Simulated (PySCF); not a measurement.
Point groups of optimised structures. The calculation used PBE0-D3(BJ)/def2-SVP geometry optimisation, gas phase (PySCF 2.14.0). The symmetry is that of the one conformer found, every atom within 0.08 Å of its image; none is proved a minimum here. The geometries of the anions come from a basis without diffuse functions.

Question: What symmetry has `[As]#[As]`?

Answer: D∞h; linear; symmetry number 2; dipole forbidden by symmetry (computed 0.00 D).

Question: `[O:1]=[C:2][O-:3]` (charge -1 and doublet state): symmetry, top, dipole?

Answer: C2v; near-prolate asymmetric top; symmetry number 2; 4 operations, which sort the 3 atoms into 2 sets; dipole about the centre of mass 0.18 D, along b, the twofold axis; A, B, C = 255382, 12127, 11577 MHz; heavy atoms equivalent by symmetry: O1/O3.

Question: Point group, rotor type and polarity of `[O]=[Fe-2](=[O])(=[O])=[O]` ([FeO4]2-) [triplet]?

Answer: Td; spherical top; symmetry number 12; 24 operations, which sort the 5 atoms into 2 sets; dipole about the centre of mass forbidden by symmetry (computed 0.01 D).

Question: Point group, rotor type and polarity of `[O]=[Fe-](=[O])(=[O])=[O]` ([FeO4]-) [radical]?

Answer: Td; spherical top; symmetry number 12; 24 operations, which sort the 5 atoms into 2 sets; dipole about the centre of mass forbidden by symmetry (computed 0.00 D).

Caution for open-shell metal species: one SCF solution and one stationary point were followed, and a lower state or a bent or distorted shape isn't ruled out.
